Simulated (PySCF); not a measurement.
Gas-phase reaction: WO₂(OH)₂ + 4 HF = WOF₄ + 3 H₂O. Level: ωB97X-V/def2-TZVP†; standard pressure 1 bar.

Method: PySCF energies plus ideal-gas RRHO corrections (1 bar). † marks an energy on the PBE0/def2-TZVP geometry and frequencies. All species are closed-shell singlets. W: scalar-relativistic def2 core potential, no spin-orbit coupling. No R ln 2 is added for the mirror-image form of WO₂(OH)₂. The harmonic model lacks anharmonicity and excited electronic states, which grow with temperature; levels with a mode under 35 cm⁻¹ are left out. Soft modes under 120 cm⁻¹ make the harmonic entropy rough for WOF₄.

```csv
T (K),1000/T (1/K),log10 K
500,2.0000,11.89
600,1.6667,8.72
800,1.2500,4.72
1000,1.0000,2.29
1200,0.8333,0.66
1400,0.7143,?
```

Problem. Fit log10 K = a + b·(1000/T) to the five rows, get the mean ΔH° and ΔS°, and predict log10 K at 1400 K.

Solution. Means: 1000/T = 1.3500, log10 K = 5.656. Sums of products about the means: Sxy = 8.87560, Sxx = 0.922278, so b = Sxy/Sxx = 9.62 and a = 5.656 − (9.62)×1.3500 = -7.33.
ΔH° = −R ln 10 × 1000 K × b = −19.145 × (9.62) = -184 kJ; ΔS° = R ln 10 × a = -140 J/K. The run's own values go from -181 kJ and -135 J/K at 500 K to -189 kJ and -144 J/K at 1400 K.
Prediction at 1400 K: -7.33 + (9.62)×0.7143 = -0.46. The computed value is -0.51, 0.05 from the line.
For scale, ΔH°(298 K) is -178 kJ at this level, -172 kJ at ωB97M-V/def2-TZVP†, and runs from -724 to -104 kJ over the 18 levels computed.
